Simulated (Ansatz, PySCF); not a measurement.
1,1,1-trichloroethane (C2H3Cl3), SMILES CC(Cl)(Cl)Cl. Atoms are numbered in the order given.

```xyz
8

C      0.0000     0.0000     1.7698
C      0.0000     0.0000     0.2531
Cl    -1.4466    -0.8351    -0.3550
Cl     1.4466    -0.8351    -0.3550
Cl     0.0000     1.6703    -0.3550
H     -0.8984     0.5187     2.1319
H      0.8984     0.5187     2.1319
H      0.0000    -1.0374     2.1319
```

Coordinates come from a ωB97X-D3(BJ)/def2-SVP optimisation.

Two levels are set side by side: PBE-D3(BJ)/def2-SVP (Ansatz, an electronic-structure program) and ωB97X-D3(BJ)/def2-SVP (PySCF). Each level has its own optimised geometry; the coordinates shown are those of the second. Frequencies come from the Hessian of PySCF at each geometry. Differences are taken from unrounded values.

```json
[
 {"quantity": "mean bond length (Å)", "ωB97X-D3(BJ)": "1.449"},
 {"quantity": "bond C1–C2 (Å)", "ωB97X-D3(BJ)": "1.517"},
 {"quantity": "bond C2–Cl3 (Å)", "ωB97X-D3(BJ)": "1.778"},
 {"quantity": "bond C2–Cl4 (Å)", "ωB97X-D3(BJ)": "1.778"},
 {"quantity": "bond C2–Cl5 (Å)", "ωB97X-D3(BJ)": "1.778"},
 {"quantity": "bond C1–H6 (Å)", "ωB97X-D3(BJ)": "1.099"},
 {"quantity": "bond C1–H7 (Å)", "ωB97X-D3(BJ)": "1.099"},
 {"quantity": "bond C1–H8 (Å)", "ωB97X-D3(BJ)": "1.099"},
 {"quantity": "highest harmonic wavenumber (cm⁻¹)", "ωB97X-D3(BJ)": "3207"},
 {"quantity": "mean harmonic wavenumber (cm⁻¹)", "ωB97X-D3(BJ)": "1175"},
 {"quantity": "zero-point energy (kcal/mol)", "ωB97X-D3(BJ)": "30.24"}
]
```

**Question.** What does PBE-D3(BJ) give, and how far is it from ωB97X-D3(BJ)? (Estimate from the structure and the level; the computed values follow.)

**Answer.** 
```tsv
quantity	PBE-D3(BJ)	PBE-D3(BJ) minus ωB97X-D3(BJ)
mean bond length (Å)	1.463	0.014
bond C1–C2 (Å)	1.517	0.000
bond C2–Cl3 (Å)	1.802	0.024
bond C2–Cl4 (Å)	1.802	0.024
bond C2–Cl5 (Å)	1.802	0.024
bond C1–H6 (Å)	1.107	0.008
bond C1–H7 (Å)	1.107	0.008
bond C1–H8 (Å)	1.107	0.008
highest harmonic wavenumber (cm⁻¹)	3103	-104
mean harmonic wavenumber (cm⁻¹)	1118	-58
zero-point energy (kcal/mol)	28.76	-1.48
```

Exact exchange shortens and stiffens bonds; PBE has none. Differences between two approximate levels are no errors against the true value.
